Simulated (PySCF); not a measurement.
This PySCF input asks for the NMR shieldings of SMILES COc1ccc(C(=O)Cl)cc1, C8H7ClO2; the geometry comes from GFN2-xTB.

```python
import basis_set_exchange as bse
import numpy as np
from pyscf import gto, dft
from pyscf.prop import nmr

atoms = """
C    -3.187352   -0.304504   -0.242051
O    -2.253132    0.672747    0.159436
C    -0.938332    0.381164    0.103412
C    -0.067178    1.396152    0.521122
C     1.292717    1.206609    0.505395
C     1.829883   -0.009073    0.069737
C     3.253914   -0.303326    0.015460
O     3.771467   -1.314160   -0.344702
Cl    4.298946    1.030906    0.558846
C     0.957949   -1.020245   -0.345922
C    -0.406943   -0.834503   -0.331597
H    -4.166950    0.150428   -0.107556
H    -3.054995   -0.574931   -1.293637
H    -3.116533   -1.202785    0.378120
H    -0.497088    2.327578    0.853715
H     1.949716    1.997419    0.829624
H     1.374950   -1.957574   -0.681458
H    -1.049798   -1.635585   -0.659602
"""
names = dict.fromkeys(["C", "O", "Cl", "H"], "pcSseg-1")
basis = {el: gto.basis.parse(bse.get_basis(n, elements=[el], fmt="nwchem")) for el, n in names.items()}
mol = gto.M(atom=atoms, basis=basis, charge=0, verbose=0)
mf = dft.RKS(mol, xc="PBE0")
mf.grids.level = 2
mf.grids.alignment = dft.numint.BLKSIZE   # the property module wants whole blocks of grid points
mf.conv_tol = 1e-9
mf.kernel()

calc = nmr.RKS(mf)   # GIAO
C = mf.mo_coeff
Co = C[:, mf.mo_occ > 0]
resp = mf.gen_response(singlet=True, hermi=2)
def vind(x):   # induced exchange potential for any number of trial vectors
    d = np.einsum("pi,xij,qj->xpq", C, 2 * x.reshape(-1, C.shape[1], Co.shape[1]), Co, optimize=True)
    return np.einsum("xpq,pi,qj->xij", resp(d - d.transpose(0, 2, 1)), C, Co, optimize=True).ravel()
mo1, _ = nmr.rhf.solve_mo1(calc, with_cphf=vind)
sigma = calc.kernel(mo1)
for i, s in enumerate(sigma):   # ppm
    print("%2d %-2s %9.2f" % (i, mol.atom_pure_symbol(i), np.trace(s) / 3))
```

Q: What are the results?

A: 
```
 0 C     130.50
 1 O     212.18
 2 C      14.32
 3 C      63.22
 4 C      44.03
 5 C      58.70
 6 C      11.86
 7 O    -209.40
 8 Cl    552.57
 9 C      46.32
10 C      74.45
11 H      27.32
12 H      27.90
13 H      27.90
14 H      24.41
15 H      23.06
16 H      23.23
17 H      24.86
```

These numbers come from an equivalent density-fitted implementation of the same equations, which agrees with the script to about 0.01 ppm for H and up to a few tenths of a ppm for heavy atoms, so last digits may differ.

Q: Turn these shieldings into chemical shifts. Scale: ¹³C (186.93 ppm), ¹H (31.72 ppm) against TMS; ¹⁷O (336.08 ppm) vs H2O; ³⁵Cl (949.78 ppm) vs HCl (reference shieldings calculated alike).

A: Averaging equivalent atoms: C 6: 175.1; C 2: 172.6; C 4/9: 141.8; C 5: 128.2; C 3/10: 118.1; C 0: 56.4; O 7: 545.5; O 1: 123.9; Cl 8: 397; H 15/16: 8.57; H 14/17: 7.08; H 11/12/13: 4.01 ppm. Unscaled 17O shifts of doubly bonded oxygen tend to come out too high, by tens of ppm or more. Experimental scales use liquid or dissolved standards, which lie at an offset from isolated H2O (liquid H2O: subtract about 36 ppm).

Size and cost of the density-fitted run: 229 basis functions, of the order of 110 core-seconds.
